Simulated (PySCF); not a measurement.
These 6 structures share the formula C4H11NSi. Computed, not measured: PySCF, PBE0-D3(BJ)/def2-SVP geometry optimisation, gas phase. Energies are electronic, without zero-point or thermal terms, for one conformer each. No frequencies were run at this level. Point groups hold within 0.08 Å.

**Question.** Order them by energy at this level, lowest first, and give relative energies in kJ/mol.
A. `[SiH3:1][NH:2][CH2:3][CH:4]1[CH2:5][CH2:6]1` with Si1–N2–C3–C4 144°, N2–C3–C4–C5 -150°
B. `[SiH3:1][N:2]1[CH2:3][CH2:4][CH2:5][CH2:6]1` with Si1–N2–C3–C4 165°, N2–C3–C4–C5 37°, C3–C4–C5–C6 -38°, C4–C5–C6–N2 25°
C. `[CH3:1][CH2:2][CH2:3]/[CH:4]=[N:5]/[SiH3:6]` with C1–C2–C3–C4 65°, C2–C3–C4–N5 -124°
D. `[CH3:1][C@@H:2]1[CH2:3][CH2:4][NH:5][SiH2:6]1` with C1–C2–C3–C4 -166°, C2–C3–C4–N5 42°, C3–C4–N5–Si6 -25°, C4–N5–Si6–C2 3°
E. `[CH2:1]=[N:2][Si@H:3]([CH3:4])[CH2:5][CH3:6]` with C1–N2–Si3–C4 -121°, N2–Si3–C5–C6 -58°
F. `[CH3:1][NH:2][SiH:3]1[CH2:4][CH2:5][CH2:6]1` with C1–N2–Si3–C4 131°, N2–Si3–C4–C5 141°, Si3–C4–C5–C6 -24°, C4–C5–C6–Si3 24°, N2–Si3–C6–C5 -142°

**Answer.** D (0.0), B (44.0), F (46.4), E (46.8), C (91.6), A (122.2).

As drawn, the lowest has an Si–C bond, which the highest lacks; the highest has a three-membered ring, which the lowest lacks. Neighbours under 10 kJ/mol apart ([SiH3]N1CCCC1 and CN[SiH]1CCC1; CN[SiH]1CCC1 and C=N[Si@H](C)CC) can change places with a better method, another conformer or zero-point energy.

| SMILES | E (Eh) | E rel (kJ/mol) | dipole (D) | point group | A, B, C (MHz) |
| --- | --- | --- | --- | --- | --- |
| C[C@@H]1CCN[SiH2]1 | -502.69986 | 0.0 | 0.98 | C1 | 4157, 2678, 1775 |
| [SiH3]N1CCCC1 | -502.68311 | 44.0 | 1.37 | C1 | 6340, 1892, 1563 |
| CN[SiH]1CCC1 | -502.68218 | 46.4 | 1.22 | Cs | 7462, 1567, 1431 |
| C=N[Si@H](C)CC | -502.68204 | 46.8 | 0.65 | C1 | 2925, 2392, 1449 |
| CCC/C=N/[SiH3] | -502.66495 | 91.6 | 1.83 | C1 | 6824, 1135, 1041 |
| [SiH3]NCC1CC1 | -502.65333 | 122.2 | 1.27 | C1 | 8389, 1185, 1146 |

**Question.** How do the relative energies change in single points at PBE0/pcSseg-1 (no added dispersion term) on the same geometries?

**Answer.** 
| SMILES | PBE0-D3(BJ)/def2-SVP (kJ/mol) | PBE0/pcSseg-1 (kJ/mol) | shift |
| --- | --- | --- | --- |
| C[C@@H]1CCN[SiH2]1 | 0.0 | 0.0 | 0.0 |
| [SiH3]N1CCCC1 | 44.0 | 45.8 | +1.8 |
| CN[SiH]1CCC1 | 46.4 | 40.2 | -6.2 |
| C=N[Si@H](C)CC | 46.8 | 33.6 | -13.2 |
| CCC/C=N/[SiH3] | 91.6 | 80.6 | -11.0 |
| [SiH3]NCC1CC1 | 122.2 | 118.8 | -3.4 |

Each column counts from its own lowest isomer. The lowest isomer stays, but the order above it changes; the largest shift is 13.2 kJ/mol.
